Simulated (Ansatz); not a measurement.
`BCB` + `CCN[SiH3]` → `BN([SiH3])CC` + `BC` at 600 K and 1 bar (ligand exchange at a B–C bond).

Isolated molecules relaxed with PBE0-D4/def2-TZVP in Ansatz; ΔE leaves out vibrations. CCSD(T)/CBS is the MP2 limit (def2-TZVPP, def2-QZVPP) plus CCSD(T) − MP2 in def2-TZVPP, frozen cores. This one scheme is used for every species. One conformer a species, not always the lowest.

```csv
species,CCSD(T)/CBS energy (Eh),H − E (kJ/mol),S (J/(mol·K))
`BCB`,-91.21084,222.9,350.8
`CCN[SiH3]`,-425.31370,344.4,426.9
`BN([SiH3])CC`,-450.74134,387.7,466.3
`BC`,-65.83255,180.5,296.9
```

H − E and S are ideal-gas, rigid-rotor, harmonic terms from PBE0-D4/def2-TZVP, for one conformer and one mirror image of each species. 1 Eh = 2625.50 kJ/mol, R = 8.31446 J/(mol·K).

By hand: ΔE, ΔH, ΔS and ΔG.

ΔE = (-450.74134) + (-65.83255) − (-91.21084) − (-425.31370) = -0.04935 Eh = -129.6 kJ/mol. Δ(H − E) = 387.7 + 180.5 − 222.9 − 344.4 = 0.9, so ΔH = -128.7 kJ/mol. ΔS = 466.3 + 296.9 − 350.8 − 426.9 = -14.5 J/(mol·K). ΔG = -128.7 − 600 × (-14.5)/1000 = -120.0 kJ/mol.

By hand: the equilibrium constant, and the temperature at which ΔG would vanish if ΔH and ΔS stayed fixed.

log₁₀ K = −ΔG/(RT ln 10) = 10.4. ΔG = 0 at ΔH/ΔS = 8876 K, far beyond where these terms or the molecules hold.

The number of gas molecules stays the same, so ΔS is small and ΔH decides. A doubt of 5 kJ/mol in ΔE shifts log₁₀ K by 0.4 here. Other conformers and mirror images would add mixing entropy, several J/(mol·K) or more a flexible species. Modes under 60 cm⁻¹, often nearly free rotors, make the harmonic entropy too high. These are equilibria of isolated gas molecules and say nothing of rates. Largest T1 diagnostic: 0.012 (customary marks: 0.02 for closed shells, 0.045 for open ones).
